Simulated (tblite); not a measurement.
C7H7S (doublet state).
Structure used (GFN2-xTB), in Å, numbered top down from 1:
```xyz
15
C7H7S angstrom
C     -1.9486   -0.5889   -2.5190
C     -1.1111   -0.5367   -1.4610
C     -0.7348   -1.5852   -0.5790
C      0.1453   -1.1950    0.3961
C      0.5067    0.1538    0.3472
C      1.3957    0.8209    1.2324
C      1.7049    2.1228    1.1789
S     -0.2915    0.9560   -0.9769
H     -2.4334   -1.5110   -2.7865
H     -2.1552    0.2780   -3.1184
H     -1.1243   -2.5805   -0.6945
H      0.5407   -1.8542    1.1500
H      1.8359    0.1910    1.9961
H      2.3895    2.5699    1.8769
H      1.2758    2.7672    0.4300
```

Computed with GFN2-xTB (tblite): harmonic, unscaled wavenumbers at the GFN2-xTB geometry, gas phase. Errors from tens to a few hundred cm⁻¹ against measured bands are possible. One conformer, not necessarily the lowest. Open shells enter through the occupations alone, without spin polarisation, and single modes of such species can be off by tens of per cent.

Harmonic wavenumbers (cm⁻¹): 90.3, 150.2, 170.7, 275.8, 315.8, 417.2, 426.4, 510.9, 525.7, 580.5, 644.6, 653.8, 669.3, 718.5, 770.5, 786.5, 846.9, 848.3, 943.0, 976.3, 979.2, 1076.3, 1163.1, 1214.2, 1233.9, 1289.7, 1364.5, 1389.5, 1419.3, 1446.9, 1551.0, 1603.3, 3046.3, 3108.2, 3114.7, 3117.3, 3134.7, 3144.6, 3157.7.

A = 4303, B = 1302, C = 999.8 MHz; mass 123.027 u (most abundant isotopes); point group Cs, symmetry number 1; spin multiplicity 2.

Question: Zero-point energy?

Answer: Half the sum of the wavenumbers: 24438 cm⁻¹ = 69.87 kcal/mol.

Question: Entropy at 400 K, 1 bar (ideal gas, RRHO, classical rotation)?

Answer: Translation 41.82, rotation 29.32, vibration 26.33, spin (R ln 2) 1.38: S = 98.8 cal/(mol K).

Question: And Cp and H(400 K) − H(0)?

Answer: Cp = 40.91 cal/(mol K), of which vibrations give 32.96 (their classical limit is 39 R = 77.5); H(400 K) − H(0) = 9.30 kcal/mol without the zero-point energy, 6.12 from vibrations.

Question: How do the functions run with temperature in this model?

Answer: 
| T (K) | S (cal/(mol K)) | Cp (cal/(mol K)) | H − H(0) (kcal/mol) | G − H(0) (kcal/mol) | ln q(vib) |
| --- | --- | --- | --- | --- | --- |
| 150 | 71.4 | 18.1 | 1.82 | -8.88 | 1.22 |
| 250 | 82.8 | 27.7 | 4.11 | -16.60 | 2.79 |
| 298.15 | 88.1 | 32.3 | 5.56 | -20.71 | 3.64 |
| 600 | 117.9 | 53.0 | 18.79 | -51.96 | 9.46 |
| 900 | 141.6 | 63.8 | 36.46 | -91.02 | 15.16 |

q(vib) and H(0) count from the zero-point level.

Question: Which modes carry the vibrational entropy at 400 K?

Answer: 90.3 cm⁻¹: 4.23; 150.2 cm⁻¹: 3.23; 170.7 cm⁻¹: 2.99; 275.8 cm⁻¹: 2.08; 315.8 cm⁻¹: 1.84; 417.2 cm⁻¹: 1.36 cal/(mol K); the other 33 give 10.60 together.

Question: What must be added to the electronic energy to get the Gibbs energy at 400 K and 1 bar?

Answer: ZPE + [H(400 K) − H(0)] − T·S = 69.87 + 9.30 − 39.54 = 39.63 kcal/mol.

Question: Blend soft modes into free rotors: weight 1/[1 + (100 cm⁻¹/ν̃)⁴] for the oscillator and the rest for a rotor with moment μB/(μ + B), μ = h/(8π²ν), B = 10⁻⁴⁴ kg m². What vibrational entropy results?

Answer: 25.63 cal/(mol K) in place of 26.33, which changes −T·S at 400 K by +0.28 kcal/mol.

Hindered rotation and anharmonicity are outside this model. Other conformers, if any are populated, would add a mixing term that is left out.
